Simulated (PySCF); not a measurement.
C6H10. Atoms are numbered in the order given.

```xyz
16

C      2.3787     0.3145    -1.0932
C      1.5421    -0.3543    -0.5024
C      0.5289    -1.1237     0.2166
C     -0.3273    -0.2779     1.1863
C     -1.0819     0.8846     0.5291
C     -2.0880     0.4610    -0.5431
H      3.1230     0.8951    -1.6190
H      1.0271    -1.9400     0.7838
H     -0.1282    -1.6330    -0.5227
H      0.3331     0.1192     1.9858
H     -1.0494    -0.9614     1.6844
H     -1.6071     1.4530     1.3265
H     -0.3427     1.5882     0.0881
H     -1.5897    -0.0141    -1.4130
H     -2.6531     1.3322    -0.9311
H     -2.8279    -0.2647    -0.1432
```
Charge 0, spin multiplicity 1.

Coordinates come from a PBE-D3(BJ)/def2-SVP optimisation. The values are those of a single conformer.

Computed with PBE0/pcSseg-1 run with PySCF.

GIAO shieldings, no solvent; atoms listed in one row are averaged. δ = σ(ref) − σ: ¹³C against TMS (σ = 186.3 ppm); ¹H against TMS (σ = 31.56 ppm), references at their B3LYP-D3(BJ)/def2-TZVP geometries, non-relativistic.

Computed chemical shifts:
| nucleus | atoms | count | δ (ppm) |
|---|---|---|---|
| ¹³C | C2 | 1 | 89.0 |
| ¹³C | C1 | 1 | 78.5 |
| ¹³C | C4 | 1 | 34.9 |
| ¹³C | C5 | 1 | 24.7 |
| ¹³C | C3 | 1 | 20.7 |
| ¹³C | C6 | 1 | 16.5 |
| ¹H | H9 | 1 | 2.87 |
| ¹H | H8 | 1 | 2.75 |
| ¹H | H13 | 1 | 2.39 |
| ¹H | H7 | 1 | 2.37 |
| ¹H | H10 | 1 | 2.14 |
| ¹H | H12 | 1 | 1.83 |
| ¹H | H11 | 1 | 1.65 |
| ¹H | H14, H15, H16 | 3 | 1.44 |
